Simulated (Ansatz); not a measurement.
Stretching the Ge1–Br3 bond in BrFGe (SMILES [F][Ge][Br]) (multiplicity 1 held, fragments rigid). Energies count from the point at 2.367 Å.
Geometry at that point (charge 0, multiplicity 1):
```
atom    x (Å)    y (Å)    z (Å)
----  -------  -------  -------
Ge     0.5401  -0.4560   0.8125
F      1.4905  -1.3280  -0.3878
Br    -0.8771   0.7584  -0.6431
```

Restricted levels (R-, RO-) in cc, def2 and unpolarised 6-31G sets keep to the state of the molecule at rest. U- levels take the lowest unrestricted solution at each point, which mixes spins at long bonds. Levels need not reach the same state.

Correlated levels freeze the cores. Filled d and f shells under p-block atoms count as core.

Programs: Ansatz (Gaussian basis) for Hartree–Fock, density functionals and correlated methods. Each number belongs to the level named beside it.

Energies in kcal/mol.

```csv
R (Å),R-HF/cc-pVDZ,R-MP2/cc-pVDZ,U-MP2/cc-pVDZ,U-CCSD/cc-pVDZ
1.894,59.0,60.8,60.8,61.3
2.130,9.6,10.2,10.2,10.4
2.367,0.0,0.0,0.0,0.0
2.604,6.2,6.0,6.0,5.8
2.840,18.0,17.8,17.8,17.4
3.195,37.6,37.4,37.4,36.6
3.550,55.6,55.2,64.3,54.6
4.142,79.8,78.3,78.9,72.4
4.734,97.4,93.7,82.2,76.9
5.444,111.4,103.4,83.0,77.9
6.391,122.3,106.3,83.2,78.1
7.574,129.8,101.5,83.3,78.1
```

Doubts at one or more of the structures used: a restricted determinant that unrestricted orbitals would lower (R-HF/cc-pVDZ, R-MP2/cc-pVDZ); a spin-contaminated determinant (U-MP2/cc-pVDZ, U-CCSD/cc-pVDZ); T1 above 0.05 (U-CCSD/cc-pVDZ).

Ansatz is a program for electronic structure.
